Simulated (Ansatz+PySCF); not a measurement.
**singlet CH3Br: levels of theory in one basis**

```
atom    x (Å)    y (Å)    z (Å)
   C  -0.0366  -0.0069  -1.4778
  Br   0.0159  -0.0073   0.4652
   H   0.0436  -1.0312  -1.8350
   H  -0.9093   0.5425  -1.9016
   H   0.9495   0.5190  -1.8662
```

Basis set: def2-SVP (spherical functions). Frozen core: 10 orbitals. Charge 0, multiplicity 1.

Computed with Ansatz (development build ahead of 0.2.0); each method stands on the lowest determinant of its kind that the runs found. NEVPT2 correlates all electrons. Active spaces start from the frontier orbitals, and the lowest solution found is given.

```csv
method,E − E(RHF) (eV),<S²> of the determinant
RHF,0.00,0.00
RHF-CCSD,-10.94,–
RHF-CCSD(T),-11.20,–
"CASSCF(2,2)",-0.49,–
"SC-NEVPT2(2,2)",-11.41,–
```

Q: What does RHF-MP2 give on the same scale?

A: -10.40 eV.

Q: Is a single determinant a sound starting point here?

A: By this sign, yes. Unrestricted orbitals gain 0.00 eV and <S²> is 0.00 against 0.00 for a pure state. The CASSCF(2,2) natural occupations are 1.97, 0.03.

Caution for CASSCF(2,2), SC-NEVPT2(2,2): other starts end on other solutions of this active space.
